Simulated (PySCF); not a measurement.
C2H8Zr, multiplicity 1. Atoms are numbered in the order given.

```xyz
11

Zr     0.0000     0.0000     0.3632
C      1.8007     0.0000    -0.8972
H      2.4063     0.8959    -0.6531
H      1.6050     0.0000    -1.9846
H      2.4063    -0.8959    -0.6531
C     -1.8007     0.0000    -0.8972
H     -2.4063    -0.8959    -0.6531
H     -1.6050     0.0000    -1.9846
H     -2.4063     0.8959    -0.6531
H      0.0000    -1.5478     1.4093
H      0.0000     1.5478     1.4093
```
Charge 0, spin multiplicity 1.

Geometry: B3LYP-D3(BJ)/def2-SVP. The spin state was assumed, not searched. The structure was generated by enumeration; whether it is a known compound was not checked. The def2 effective core potentials stand for the cores of Zr; spin–orbit coupling is left out.

The numbers are results of r2SCAN/def2-TZVPD (PySCF), not measurements.

Mulliken values depend strongly on the basis, most of all with diffuse functions as here. ESP charges are fitted to the potential on shells at 1.4 to 2.0 van der Waals radii. Atomic charges (e):

| atom | Mulliken | ESP fit |
|---|---|---|
| Zr1 | 0.94 | ___ |
| C2 | -1.14 | ___ |
| H3 | 0.28 | ___ |
| H4 | 0.26 | ___ |
| H5 | 0.28 | ___ |
| C6 | -1.14 | ___ |
| H7 | 0.28 | ___ |
| H8 | 0.26 | ___ |
| H9 | 0.28 | ___ |
| H10 | -0.14 | ___ |
| H11 | -0.14 | ___ |

Fill in the missing entries. (Estimate from the structure and the level; the computed values follow.)


- Zr1, ESP fit: 1.31
- C2, ESP fit: -0.78
- H3, ESP fit: 0.16
- H4, ESP fit: 0.17
- H5, ESP fit: 0.16
- C6, ESP fit: -0.78
- H7, ESP fit: 0.16
- H8, ESP fit: 0.17
- H9, ESP fit: 0.16
- H10, ESP fit: -0.37
- H11, ESP fit: -0.37
